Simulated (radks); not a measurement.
Q: Species: Er III. Configuration: [Xe] 4f12. All-electron calculation, scalar-relativistic Kohn-Sham, BLYP, spin-polarised, spherical densities, finite nucleus; open shells are filled with parallel spins first (spin-orbit coupling, left out, can overturn this in heavy ions); Fermi nuclear charge, rms radius 5.2516 fm. Program: a radial shooting solver on a logarithmic mesh with Libxc functionals. Some entries of the table are withheld. Estimate them.

orbital  occ.  eigenvalue (hartree)  <r> (bohr)
1s up       1             -2108.779     0.02037
1s down     1             -2108.779     0.02037
2s up       1             -354.7187     0.08647
2s down     1             -354.7179     0.08647
2p up       3             -313.8523     0.07671
2p down     3             -313.8517     0.07671
3s up       1             -79.88608      0.2254
3s down     1             -79.85511      0.2253
3p up       3             -67.45167      0.2245
3p down     3             -67.42076      0.2245
3d up       5             -51.86893      0.2038
3d down     5             -51.84527      0.2037
4s up       1             -16.19578      0.5082
4s down     1             -16.12928      0.5082
4p up       3             -12.10549      0.5391
4p down     3             -12.04015      0.5392
4d up       5                   (1)      0.5837
4d down     5                   (2)      0.5841
5s up       1                   (3)         (4)
5s down     1                   (5)         (6)
5p up       3              -1.50363       1.484
5p down     3              -1.48206       1.493
4f up       7              -0.66224      0.8140
4f down     5              -0.60724      0.8316

A: 
(1) 4d up eigenvalue (hartree): -6.62453
(2) 4d down eigenvalue (hartree): -6.56067
(3) 5s up eigenvalue (hartree): -2.44648
(4) 5s up <r> (bohr): 1.249
(5) 5s down eigenvalue (hartree): -2.41618
(6) 5s down <r> (bohr): 1.255
